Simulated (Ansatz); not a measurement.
`S[SiH2][SeH]` + `[SH][SnH2][SH]` → `[SH][SnH2][SeH]` + `S[SiH2]S`  (redistribution)

Gas-phase electronic energies from Ansatz, PBE0-D4/def2-TZVP geometries. CCSD(T)/CBS is the MP2 limit (def2-TZVPP, def2-QZVPP) plus CCSD(T) − MP2 in def2-TZVPP, frozen cores. Functionals use def2-TZVPP. B3LYP here is the variant with VWN-RPA as its local correlation; programs differ in this. def2 core potentials past Kr. For Se, Sn outer-core shells are correlated without core-valence functions, which leaves a few kJ/mol of doubt a bond. Scalar relativity is left out up to krypton. One conformer a species, not always the lowest.

```csv
level,ΔE (kcal/mol)
BLYP-D4,-3.2
B97M-V,-2.9
PBE0-D4,-3.3
B3LYP,-3.4
r2SCAN0,-3.5
CAM-B3LYP,-3.4
CCSD/def2-SVP,-3.5
HF/def2-TZVPP,-3.7
```

**Question.** What does CCSD(T)/CBS give? (Estimate.)

**Answer.** Computed: -3.4 kcal/mol. The listed levels differ from it by 0.2, 0.5, 0.1, 0.0, -0.1, 0.0, -0.1, -0.3 kcal/mol.

Largest T1 diagnostic among the species: 0.012.

Leaving LDA and LC-ωPBE aside and taking each functional with its dispersion term where it has one, the values, not all of them listed here, spread over 0.7 kcal/mol, from BHLYP-D4 to B97M-V.
